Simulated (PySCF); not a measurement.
Be(Br)2, SMILES [Br][Be][Br], singlet (CAM-B3LYP/def2-SVP optimised geometry):

```
3

Be     0.000     0.000     0.000
Br    -1.947     0.000     0.000
Br     1.947     0.000     0.000
```

Method: PySCF 2.14.0 with CAM-B3LYP/def2-TZVP.

Task: What are the frontier orbital energies and the dipole moment?

Result: HOMO-2 -10.76 eV, HOMO-1 -10.15 eV, HOMO -10.15 eV, LUMO 0.09 eV, LUMO+1 0.53 eV; dipole moment 0.00 D.

On the same geometry PBE/def2-TZVP (PySCF) gives HOMO-2 -8.09 eV, HOMO-1 -7.59 eV, HOMO -7.59 eV, LUMO -1.30 eV, LUMO+1 -1.30 eV; dipole moment 0.00 D.

Meta-Löwdin charges at CAM-B3LYP/def2-TZVP: Be1 1.27, Br2 -0.63, Br3 -0.63.
